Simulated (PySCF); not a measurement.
H$_{3}$S, charge +1, singlet, geometry from GFN2-xTB; PySCF with PBE0/cc-pVTZ.

Here is a job for PySCF.
```python
from pyscf import gto, scf, dft

mol = gto.M(
    atom='''
S     0.105582   -0.001908    0.046136
H    -0.318222    0.997054   -0.765660
H    -0.350826   -0.980451   -0.772822
H    -1.020267    0.013923    0.800299
''',
    basis='cc-pvtz',
    charge=1,
    spin=0,
    verbose=4,
)

mf = dft.RKS(mol)
mf.xc = 'pbe0'
mf.grids.atom_grid = (99, 590)
mf.grids.prune = None
mf.kernel()
```

**Question.** What does PySCF print? Leave out banner, timings and long lists.

**Answer.** 
```
PySCF version 2.14.0

[INPUT] verbose = 4
[INPUT] num. atoms = 4
[INPUT] num. electrons = 18
[INPUT] charge = 1
[INPUT] spin (= nelec alpha-beta = 2S) = 0
[INPUT] symmetry False subgroup None
[INPUT] Mole.unit = angstrom
[INPUT] Symbol           X                Y                Z      unit          X                Y                Z       unit  Magmom
[INPUT]  1 S      0.105582000000  -0.001908000000   0.046136000000 AA    0.199521063684  -0.003605597446   0.087184404483 Bohr   0.0
[INPUT]  2 H     -0.318222000000   0.997054000000  -0.765660000000 AA   -0.601352426811   1.884158991402  -1.446887704534 Bohr   0.0
[INPUT]  3 H     -0.350826000000  -0.980451000000  -0.772822000000 AA   -0.662965057377  -1.852783868556  -1.460421923039 Bohr   0.0
[INPUT]  4 H     -1.020267000000   0.013923000000   0.800299000000 AA   -1.928025203932   0.026310656832   1.512345927763 Bohr   0.0

nuclear repulsion = 19.5457742909124
number of shells = 27
number of NR pGTOs = 107
number of NR cGTOs = 76
basis = cc-pvtz
ecp = {}

******** <class 'pyscf.dft.rks.RKS'> ********
method = RKS
initial guess = minao
damping factor = 0
level_shift factor = 0
DIIS = <class 'pyscf.scf.diis.CDIIS'>
diis_start_cycle = 1
diis_space = 8
diis_damp = 0
SCF conv_tol = 1e-09
SCF conv_tol_grad = None
SCF max_cycles = 50
direct_scf = True
direct_scf_tol = 1e-13
XC library pyscf.dft.libxc version 7.1.2
    S. Lehtola, C. Steigemann, M. J. T. Oliveira, and M. A. L. Marques,  SoftwareX 7, 1–5 (2018)
XC functionals = pbe0
    C. Adamo and V. Barone,  J. Chem. Phys. 110, 6158 (1999)
    M. Ernzerhof and G. E. Scuseria,  J. Chem. Phys. 110, 5029 (1999)
radial grids:
    Treutler-Ahlrichs [JCP 102, 346 (1995); DOI:10.1063/1.469408] (M4) radial grids

becke partition: Becke, JCP 88, 2547 (1988); DOI:10.1063/1.454033
pruning grids: None
grids dens level: 3
symmetrized grids: False
atomic radii adjust function: <function treutler_atomic_radii_adjust>
User specified grid scheme (99, 590)
small_rho_cutoff = 0
Set gradient conv threshold to 3.16228e-05
Initial guess from minao.
tot grids = 233640
init E= -399.821836380813
  HOMO = -0.388670148950891  LUMO = -0.0202852445778027  gap/eV = 10.02426
cycle= 1 E= -399.532418522511  delta_E= 0.289  |g|= 0.184  |ddm|= 1.13
  HOMO = -0.697370190038911  LUMO = -0.282519714980385  gap/eV = 11.28866
cycle= 2 E= -399.543559417222  delta_E= -0.0111  |g|=  0.1  |ddm|= 0.266
  HOMO = -0.671793779353728  LUMO = -0.25965675174176  gap/eV = 11.21482
cycle= 3 E= -399.545884557242  delta_E= -0.00233  |g|= 0.012  |ddm|= 0.0622
  HOMO = -0.67098391328686  LUMO = -0.257320231128553  gap/eV = 11.25636
cycle= 4 E= -399.545908229246  delta_E= -2.37e-05  |g|= 0.00393  |ddm|= 0.0105
  HOMO = -0.670054009407131  LUMO = -0.256890367154887  gap/eV = 11.24276
cycle= 5 E= -399.545912686155  delta_E= -4.46e-06  |g|= 0.001  |ddm|= 0.00304
  HOMO = -0.670186579391295  LUMO = -0.256934791868408  gap/eV = 11.24515
cycle= 6 E= -399.545912970436  delta_E= -2.84e-07  |g|= 3.62e-05  |ddm|= 0.000619
  HOMO = -0.670198316738174  LUMO = -0.25693940579738  gap/eV = 11.24535
cycle= 7 E= -399.545912970817  delta_E= -3.81e-10  |g|= 2.63e-06  |ddm|= 3.26e-05
  HOMO = -0.670197325908203  LUMO = -0.25693879415476  gap/eV = 11.24534
Extra cycle  E= -399.54591297082  delta_E= -2.84e-12  |g|= 1.24e-06  |ddm|= 2.75e-06
converged SCF energy = -399.54591297082
```
